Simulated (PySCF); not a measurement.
# Te⁺: ionisation energy

Te⁺ [Kr] 4d10 5s2 5p3 (4S) → Te²⁺ [Kr] 4d10 5s2 5p2 (3P), as a difference of total energies. Calculation: PySCF 2.14, in x2c-SVPall (6s5p3d, 36 functions); scalar relativity by spin-free X2C-1e. Correlated levels: valence: [Kr] 4d10 frozen. The calculations carry no spin-orbit coupling.

```
           method  ionisation energy (eV)
              UHF                  18.445
             MN15                  19.049
             TPSS                  18.863
    MP2 (valence)                  18.730
SCS-MP2 (valence)                  18.630
   CCSD (valence)                  18.698
CCSD(T) (valence)                  18.701
```

Task: How much does correlation contribute at CCSD(T) (valence)?

Result: 18.701 − (18.445) = 0.256 eV, measured against UHF.

The reference lies between the lowest fine-structure levels, while these numbers refer to the centres of the terms.

Errors of the correlated levels include the incompleteness of this basis and the frozen core.

For comparison: 18.6 ± 0.4 eV (measured; NIST Atomic Spectra Database, ionization energies).
